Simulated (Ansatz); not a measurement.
# SiPH5O2: a line through the functionals

SiPH5O2: 9 atoms, total charge 0, spin state singlet. As SMILES, `O[SiH2]OP`. The shape is that of a PBE0-D4/def2-TZVP optimisation. This is one conformer, not always the lowest.

The vertical energy of the triplet above the singlet y, in eV, basis 6-31G(d); a is the functional's share of exact exchange. Programs: Ansatz 0.2.0.

| functional | program | a | y (eV) |
| --- | --- | --- | --- |
| revPBE | Ansatz | 0 | 4.45 |
| PBE | Ansatz | 0 | 4.44 |
| B3LYP | Ansatz | 0.2 | 4.71 |
| r2SCAN0 | Ansatz | 0.25 | ? |
| PBE0 | Ansatz | 0.25 | 4.59 |
| BHLYP | Ansatz | 0.5 | 4.87 |

Q: Fit y = c + s·a to the known rows and predict r2SCAN0.

A: 
1. Means of the 5 rows: a = 0.1900, y = 4.612.
2. Σ(Δa)² = 0.172, Σ(Δa·Δy) = 0.1431, so the slope is 0.1431/0.172 = 0.83198.
3. Intercept: 4.612 − (0.83198) × 0.1900 = 4.454. The largest residual of the fit is 0.090.
4. r2SCAN0: 4.454 + (0.83198) × 0.25 = 4.66 eV.

The run gave 4.56 eV, so the prediction is off by +0.10 eV, about the scatter of the fit.
